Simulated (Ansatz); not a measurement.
Basis-set extrapolation for C₂H₈OSSi, SMILES `CO[SiH2]SC` (PBE0-D4/def2-TZVP geometry, frozen core, Ansatz 0.2.0). Multiplicity 1, RHF reference.

```csv
,def2-TZVPP,def2-QZVPP
HF,-841.866300,-841.894601
MP2 correlation,-0.887902,-0.955181
CCSD(T) correlation,-0.982479,not run
```

Energies in hartree. Use E(X) = E(∞) + A·exp(−7.88·√X) for Hartree–Fock and E(X) = E(∞) + B·X^(−2.97) for correlation, with X = 3 and 4, and add CCSD(T) minus MP2 of the smaller set to the MP2 limit.

Problem. What is the CCSD(T) energy at the basis-set limit?

Solution. HF limit: -841.894601 + (-0.028301) × 0.13774 = -841.89850. MP2 limit: -0.955181 + (-0.067279) × 0.74074 = -1.00502. Higher-order term: -0.982479 − (-0.887902) = -0.09458. Total: -842.99810 hartree, 392.0 kJ/mol below CCSD(T)/def2-TZVPP.
